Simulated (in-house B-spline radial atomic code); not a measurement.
Inner levels of terbium as electrons are removed. A shift is the extra binding of the orbital against the neutral atom ([Xe] 4f5/2(6) 4f7/2(3) 6s2). The density at the nucleus is averaged over the nuclear charge. Computed with a radial B-spline atomic code at the basis-set limit: Dirac-Hartree-Fock, jj configuration that fills j = l - 1/2 first, finite nuclei.

A number in brackets counts the electrons of a j subshell.

```json
{"ion": "Tb59+", "configuration": "[He] 2s2 2p1/2(2)", "shift of 1s1/2 (eV)": "5953.35", "radius of 1s1/2 (bohr)": "0.021428", "Σ<r²> (bohr²)": "0.03231", "change of density at nucleus (bohr⁻³)": "-12553.9"}
{"ion": "Tb60+", "configuration": "[He] 2s2 2p1/2(1)", "shift of 1s1/2 (eV)": "?", "radius of 1s1/2 (bohr)": "?", "Σ<r²> (bohr²)": "?", "change of density at nucleus (bohr⁻³)": "?"}
{"ion": "Tb61+", "configuration": "[He] 2s2", "shift of 1s1/2 (eV)": "6855.32", "radius of 1s1/2 (bohr)": "0.02139", "Σ<r²> (bohr²)": "0.019002", "change of density at nucleus (bohr⁻³)": "-13096.9"}
{"ion": "Tb62+", "configuration": "[He] 2s1", "shift of 1s1/2 (eV)": "7236", "radius of 1s1/2 (bohr)": "0.021388", "Σ<r²> (bohr²)": "0.010039", "change of density at nucleus (bohr⁻³)": "-52192.8"}
{"ion": "Tb63+", "configuration": "1s2", "shift of 1s1/2 (eV)": "?", "radius of 1s1/2 (bohr)": "?", "Σ<r²> (bohr²)": "?", "change of density at nucleus (bohr⁻³)": "?"}
{"ion": "Tb64+", "configuration": "1s1", "shift of 1s1/2 (eV)": "8826.68", "radius of 1s1/2 (bohr)": "0.02124", "Σ<r²> (bohr²)": "0.00061455", "change of density at nucleus (bohr⁻³)": "-363725"}
```

Fill in the row of Tb60+.

shift of 1s1/2 (eV): 6401.54; radius of 1s1/2 (bohr): 0.02141; Σ<r²> (bohr²): 0.025552; change of density at nucleus (bohr⁻³): -12804.

Fill in the row of Tb63+.

shift of 1s1/2 (eV): 7619.85; radius of 1s1/2 (bohr): 0.021379; Σ<r²> (bohr²): 0.0012459; change of density at nucleus (bohr⁻³): -92118.6.
